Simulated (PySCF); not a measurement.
# Hartree-Fock beside MP2: BCFH3 cation

Calculated results; nothing here was measured. They come from PySCF 2.14.0, an open-source quantum chemistry program, on an isolated molecule that a program drew, which may never have been made. The molecule is BCFH3 cation (charge +1, singlet), drawn as the SMILES string `C[B+]F`.

The geometry was optimised and harmonic frequencies were computed with HF and MP2, all in the cc-pVDZ basis, for the commonest isotopes, with a restricted reference for singlets and an unrestricted one otherwise, and a frozen core in MP2. Each result is a local minimum of its method.

Geometry at the HF minimum:
```xyz
6
BCFH3 cation, angstrom
C    -1.0858   -1.2654    0.3656
B    -1.5111   -2.6395    0.7961
F    -1.8581   -3.7602    1.1472
H    -0.0691   -1.3181   -0.0377
H    -1.7758   -0.9046   -0.4043
H    -1.1104   -0.5976    1.2331
```

Lengths of the bonds as drawn, in Å (atoms numbered as above):
```
 bond     HF    MP2
C1-B2  1.501  1.498
B2-F3  1.225  1.244
C1-H4  1.095  1.106
C1-H5  1.095  1.106
C1-H6  1.095  1.106
```

Rotational constants, in GHz:
| constant | HF | MP2 |
|---|---|---|
| A | 155.8 | 152.7 |
| B | 7.477 | 7.388 |
| C | 7.477 | 7.388 |

Harmonic frequencies in cm^-1, each column in rising order, so a row needn't be the same motion in every method:
| rank | HF | MP2 |
|---|---|---|
| 1 | 354 | 338 |
| 2 | 354 | 338 |
| 3 | 810 | 815 |
| 4 | 942 | 867 |
| 5 | 942 | 867 |
| 6 | 1418 | ? |
| 7 | 1489 | 1385 |
| 8 | 1489 | 1385 |
| 9 | 1817 | 1762 |
| 10 | 3157 | 3062 |
| 11 | 3263 | 3178 |
| 12 | 3263 | 3178 |

**Estimate the missing MP2 frequency from the HF column.**

A single factor s that minimises the squared misfit of MP2 against s times HF over the other rows is sum(HF x MP2) / sum(HF^2) = 0.9661, with an rms misfit of 33 cm^-1. For rank 6 it gives 0.9661 x 1418 = 1370 cm^-1. The calculation gives 1300 cm^-1, 70 cm^-1 below the estimate. The drawn bonds are on average 0.9 % longer in MP2 than in HF.
